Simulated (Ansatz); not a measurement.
Task: Name a neutral molecule of N, P, Sb, Si and H with zero-point energy (PBE0-D4/def2-TZVP) between 157 and 173 kJ/mol and LUMO energy (ωB97M-V/def2-TZVPP) between 0.40 and 0.70 eV (Ansatz, PBE0-D4/def2-TZVP geometry).

Result: `[SiH3]P[NH][SbH2]` (168.3 kJ/mol, 0.55 eV). Other molecules can fit too; these were computed, each in one conformer that needn't be the lowest.
